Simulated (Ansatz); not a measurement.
Born–Oppenheimer molecular dynamics of F$_{2}$H$_{6}$Si$_{2}$ (10 atoms, charge 0, multiplicity 1). It starts at the highest image of a converged band. Of that band: Neighbouring images differ by up to 2.2 eV, so the band resolves the path poorly. A vibrational analysis at the climbing image gives 2 clearly imaginary modes (1292i, 119i cm⁻¹): a point of higher order, so a lower path passes nearby.

All numbers below come from Ansatz, RKS PBE/def2-SVP.

- ensemble: NVE (velocity Verlet)
- time step: 0.5 fs
- steps asked: 200
- starting velocities drawn for: 100 K
- seed: 9146

Frames 2.5 fs apart, positions in Å, forces in eV/Å.

Velocities at 35 fs (Å/ps):

```
Si 20.41 1.26 -12.82
H 22.89 5.68 -35.24
H 20.08 -14.06 -16.41
F -1.15 -5.54 11.29
F -5.51 5.71 4.77
Si -14.78 -1.09 1.78
H -8.34 6.43 9.55
H -43.70 -3.42 -9.06
H -37.78 -5.01 -11.33
H 15.45 2.25 67.65
```

```xyz
10
Properties=species:S:1:pos:R:3:forces:R:3 time_fs=35 energy_less_start_eV=-1.899 T=1936
Si 0.257 -0.007 -0.115 -1.56 -1.28 -3.70
H 0.661 0.559 1.100 0.37 0.53 1.85
H 1.382 -0.127 -1.099 0.10 0.17 0.16
F -0.866 0.994 -0.912 1.05 -0.88 0.96
F -0.348 -1.585 -0.188 0.43 1.52 0.60
Si -2.845 0.009 1.031 -1.78 -0.62 -0.58
H -2.887 -0.627 -0.351 -0.25 0.21 0.50
H -3.312 -0.890 2.149 -0.54 0.02 -0.24
H -3.341 1.409 1.118 -0.43 0.08 -0.10
H -1.540 0.132 1.490 2.62 0.25 0.55
10
Properties=species:S:1:pos:R:3:forces:R:3 time_fs=37.5 energy_less_start_eV=-2.154 T=2182
Si 0.306 -0.006 -0.151 -1.74 -1.31 -2.81
H 0.731 0.590 1.069 0.28 0.31 1.34
H 1.433 -0.158 -1.135 -0.07 0.17 0.13
F -0.867 0.978 -0.882 1.17 -0.78 0.72
F -0.361 -1.568 -0.175 0.71 1.66 0.49
Si -2.883 0.006 1.036 0.86 0.05 1.22
H -2.914 -0.607 -0.316 -0.08 -0.07 -0.07
H -3.436 -0.897 2.118 -0.38 0.09 -0.32
H -3.447 1.397 1.087 -0.17 -0.12 -0.08
H -1.457 0.142 1.663 -0.58 -0.01 -0.64
10
Properties=species:S:1:pos:R:3:forces:R:3 time_fs=40 energy_less_start_eV=-2.023 T=2056
Si 0.351 -0.007 -0.193 -1.47 -0.65 -0.49
H 0.815 0.637 1.112 -0.25 -0.50 -0.42
H 1.481 -0.177 -1.164 -0.11 0.16 0.01
F -0.864 0.961 -0.850 1.21 -0.62 0.45
F -0.372 -1.546 -0.161 0.94 1.65 0.33
Si -2.919 0.003 1.042 1.45 0.54 2.29
H -2.946 -0.591 -0.286 0.08 -0.32 -0.61
H -3.583 -0.899 2.069 -0.13 0.14 -0.30
H -3.562 1.379 1.051 0.13 -0.28 -0.02
H -1.397 0.153 1.802 -1.84 -0.12 -1.22
10
Properties=species:S:1:pos:R:3:forces:R:3 time_fs=42.5 energy_less_start_eV=-1.941 T=1978
Si 0.394 -0.009 -0.236 -1.44 -0.36 0.94
H 0.885 0.656 1.135 -0.51 -0.85 -1.25
H 1.522 -0.188 -1.193 -0.08 0.12 -0.16
F -0.858 0.941 -0.817 1.19 -0.38 0.16
F -0.380 -1.519 -0.146 1.14 1.51 0.18
Si -2.952 0.001 1.054 1.07 0.45 2.02
H -2.973 -0.592 -0.289 0.21 -0.23 -0.41
H -3.738 -0.893 2.002 0.09 0.12 -0.20
H -3.670 1.344 1.014 0.32 -0.22 0.03
H -1.443 0.157 1.871 -1.99 -0.14 -1.30
10
Properties=species:S:1:pos:R:3:forces:R:3 time_fs=45 energy_less_start_eV=-2.186 T=2213
Si 0.433 -0.013 -0.277 -1.56 -0.46 1.34
H 0.927 0.627 1.088 -0.42 -0.73 -1.11
H 1.558 -0.191 -1.231 -0.10 0.08 -0.28
F -0.848 0.920 -0.783 1.08 -0.07 -0.12
F -0.384 -1.487 -0.130 1.28 1.22 0.05
Si -2.984 -0.001 1.070 -0.05 -0.10 0.71
H -2.988 -0.606 -0.313 0.28 0.06 0.26
H -3.888 -0.880 1.923 0.28 0.06 -0.06
H -3.759 1.297 0.979 0.37 0.03 0.05
H -1.603 0.152 1.864 -1.16 -0.08 -0.84
10
Properties=species:S:1:pos:R:3:forces:R:3 time_fs=47.5 energy_less_start_eV=-2.170 T=2196
Si 0.469 -0.017 -0.316 -1.79 -0.93 0.60
H 0.946 0.556 0.978 0.07 -0.15 0.03
H 1.587 -0.190 -1.286 -0.22 0.05 -0.28
F -0.834 0.899 -0.749 0.89 0.31 -0.38
F -0.384 -1.451 -0.113 1.33 0.77 -0.05
Si -3.015 -0.002 1.087 -3.01 -0.81 -1.62
H -2.986 -0.616 -0.323 0.29 0.23 0.66
H -4.021 -0.864 1.841 0.41 -0.02 0.10
H -3.827 1.252 0.947 0.32 0.34 0.05
H -1.823 0.144 1.814 1.72 0.22 0.90
10
Properties=species:S:1:pos:R:3:forces:R:3 time_fs=50 energy_less_start_eV=-1.799 T=1842
Si 0.501 -0.023 -0.353 -2.07 -1.45 -0.71
H 0.970 0.477 0.874 0.81 0.60 1.63
H 1.603 -0.185 -1.356 -0.38 0.03 -0.21
F -0.818 0.879 -0.717 0.63 0.73 -0.62
F -0.380 -1.413 -0.097 1.26 0.14 -0.14
Si -3.053 -0.005 1.101 -4.75 -1.06 -2.94
H -2.967 -0.615 -0.297 0.28 0.16 0.50
H -4.130 -0.850 1.764 0.46 -0.12 0.27
H -3.876 1.228 0.917 0.28 0.52 0.03
H -1.942 0.149 1.817 3.48 0.45 2.19
10
Properties=species:S:1:pos:R:3:forces:R:3 time_fs=52.5 energy_less_start_eV=-2.075 T=2104
Si 0.528 -0.033 -0.391 -1.55 -0.98 -0.07
H 1.039 0.429 0.856 0.79 0.49 1.16
H 1.597 -0.179 -1.439 -0.45 0.00 -0.14
F -0.799 0.862 -0.687 0.37 1.15 -0.82
F -0.372 -1.374 -0.082 1.07 -0.62 -0.19
Si -3.100 -0.010 1.109 -1.43 -0.15 -0.51
H -2.932 -0.604 -0.243 0.32 -0.10 -0.11
H -4.212 -0.843 1.704 0.39 -0.22 0.43
H -3.907 1.232 0.889 0.33 0.46 0.05
H -1.883 0.177 1.931 0.15 -0.03 0.19
10
Properties=species:S:1:pos:R:3:forces:R:3 time_fs=55 energy_less_start_eV=-1.877 T=1915
Si 0.553 -0.044 -0.430 -0.48 0.02 1.75
H 1.151 0.408 0.900 0.11 -0.07 -0.62
H 1.565 -0.173 -1.531 -0.40 -0.04 -0.12
F -0.780 0.848 -0.659 0.18 1.54 -0.94
F -0.360 -1.338 -0.067 0.82 -1.42 -0.15
Si -3.151 -0.016 1.116 0.50 0.68 1.05
H -2.877 -0.600 -0.194 0.34 -0.29 -0.53
H -4.272 -0.848 1.669 0.26 -0.26 0.49
H -3.919 1.264 0.865 0.42 0.17 0.10
H -1.804 0.205 2.063 -1.74 -0.34 -1.04
10
Properties=species:S:1:pos:R:3:forces:R:3 time_fs=57.5 energy_less_start_eV=-1.634 T=1681
Si 0.576 -0.056 -0.465 0.19 0.70 2.51
H 1.271 0.385 0.913 -0.33 -0.30 -1.50
H 1.508 -0.169 -1.629 -0.30 -0.08 -0.09
F -0.760 0.838 -0.634 0.08 1.84 -0.97
F -0.346 -1.306 -0.052 0.58 -2.13 -0.02
Si -3.201 -0.020 1.125 1.15 0.83 0.98
H -2.802 -0.611 -0.173 0.11 -0.14 -0.17
H -4.315 -0.868 1.663 0.19 -0.18 0.40
H -3.906 1.305 0.847 0.39 -0.14 0.13
H -1.822 0.213 2.137 -2.07 -0.40 -1.28
10
Properties=species:S:1:pos:R:3:forces:R:3 time_fs=60 energy_less_start_eV=-1.796 T=1837
Si 0.600 -0.066 -0.494 0.31 1.00 2.14
H 1.374 0.344 0.840 -0.36 -0.23 -1.43
H 1.434 -0.170 -1.734 -0.24 -0.11 0.01
F -0.739 0.835 -0.613 0.12 2.01 -0.92
F -0.330 -1.280 -0.038 0.41 -2.63 0.14
Si -3.248 -0.022 1.135 1.28 0.44 0.24
H -2.722 -0.629 -0.161 -0.33 0.13 0.44
H -4.347 -0.898 1.680 0.18 0.00 0.21
H -3.871 1.338 0.837 0.19 -0.28 0.11
H -1.960 0.198 2.137 -1.56 -0.33 -0.93
10
Properties=species:S:1:pos:R:3:forces:R:3 time_fs=62.5 energy_less_start_eV=-1.978 T=2010
Si 0.624 -0.073 -0.519 -0.32 0.86 0.74
H 1.457 0.292 0.686 0.13 0.08 -0.46
H 1.345 -0.177 -1.837 -0.20 -0.13 0.19
F -0.718 0.838 -0.594 0.26 2.04 -0.80
F -0.313 -1.263 -0.023 0.36 -2.82 0.28
Si -3.293 -0.024 1.147 0.01 -0.24 -1.21
H -2.662 -0.641 -0.124 -0.65 0.23 0.63
H -4.368 -0.928 1.709 0.10 0.17 -0.02
H -3.825 1.356 0.832 -0.12 -0.19 0.01
H -2.185 0.164 2.087 0.42 -0.01 0.62
```

Of the whole run (100 fs, mean temperature of the second half 2015 K): The conserved energy stayed within 0.52 meV per atom of its start (net change -0.31 meV per atom), so the integration is sound. The kinetic energy rose, since the run started high on the potential surface and went downhill. It ends in pieces (F2H2Si + H4Si), so much of that is their flight and rotation, not heat. A run of 0.1 ps of so small a system gives no equilibrium averages. The orbitals stay closed-shell, which can raise the energy where a bond breaks towards radicals; this wasn't checked here.

The run took 4.4 min on 2 threads of Arm Neoverse V2, with other jobs on the host, peak memory 0.13 GiB.
